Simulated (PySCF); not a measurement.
`[F][V]([F])[F]` [triplet] (triplet state). The calculation used PBE0-D3(BJ)/def2-SVP geometry optimisation, gas phase (PySCF 2.14.0).

```
atom  x, y, z in Å
V1     0.0827   -0.0168   -0.0073
F2     1.8026    0.0029   -0.0033
F3    -0.9308    1.3877   -0.0204
F4    -0.8712   -1.4642    0.0005
```

(1) Which two atoms are farthest apart?

(2) Where is the centre of mass (commonest isotopes), and what is the radius of gyration?

(3) Work out the bond lengths V1–F2, V1–F3, V1–F4 in Å.

(4) How far apart are these pairs, which share no bond: F3···F4?

(5) What are the angles F2–V1–F3, F3–V1–F4, F2–V1–F4?

(6) What is the repulsion energy of the bare nuclei, Σ ZA·ZB/RAB?

(7) How far are the heavy atoms from their best plane (unweighted least squares)?

(8) Write the matrix of distances between heavy atoms (Å, lower triangle).

Answers

(1) F2···F3, 3.06 Å; the next longest distance is 3.05 Å.

(2) Mass 107.939 u; centre at (0.039, -0.021, -0.008) Å; Rg = √(Σ m r²/M) = 1.255 Å. As Ia + Ib + Ic = 2 Σ m r², the three principal moments sum to 340.2 u·Å².

(3) For V1–F2 the difference vector is (1.7199, 0.0197, 0.0040) Å, of length 1.7200 Å. V1–F2 1.720; V1–F3 1.732; V1–F4 1.733 Å.

(4) F3···F4 2.853 Å (2 bonds apart).

(5) From the scalar product of the two bond vectors; for F2–V1–F3 it is -1.7155 Å² over 1.7200 × 1.7320 Å², cos θ = -0.5758. F2–V1–F3 125.2°; F3–V1–F4 110.8°; F2–V1–F4 124.0°.

(6) 233.19 Eh over 6 pairs, with full nuclear charges and distances in bohr; the largest single term is 63.69 Eh (V1 with F2).

(7) 0.000 Å rms; none is more than 0.001 Å off.

(8) 
```
V1    0.000
F2    1.720  0.000
F3    1.732  3.064  0.000
F4    1.733  3.050  2.853  0.000
```

Whether it is a minimum is left open (no frequencies). ⟨S²⟩ = 2.009 (exact for a triplet: 2.00).
